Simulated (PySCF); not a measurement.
**Cu: electron affinity**

Cu⁻ [Ar] 3d10 4s2 (1S) → Cu [Ar] 3d10 4s1 (2S), as a difference of total energies. Computed with PySCF 2.14 in def2-QZVPPD, with no relativity, point nucleus. Correlated levels: valence: [Ar] frozen. The calculations carry no spin-orbit coupling.

```json
{"method": "UHF", "electron affinity (eV)": "-0.117", "difference from reference (eV)": "-1.353"}
{"method": "MP2 (valence)", "electron affinity (eV)": "0.815", "difference from reference (eV)": "-0.421"}
{"method": "SCS-MP2 (valence)", "electron affinity (eV)": "0.855", "difference from reference (eV)": "-0.381"}
{"method": "CCSD (valence)", "electron affinity (eV)": "0.920", "difference from reference (eV)": "-0.316"}
{"method": "CCSD(T) (valence)", "electron affinity (eV)": "1.087", "difference from reference (eV)": "-0.149"}
```

Reference: 1.236 eV (measured; photodetachment measurements, as compiled on the Wikipedia data page of electron affinities).

These non-relativistic numbers lack the scalar-relativistic shift.

Errors of the correlated levels include the incompleteness of this basis and the frozen core.

A negative affinity means that the anion lies above the atom at that level of theory.

The coupled-cluster amplitudes are large for Cu⁻ (T1 above 0.03 or a double amplitude above 0.15), so a single reference is strained.
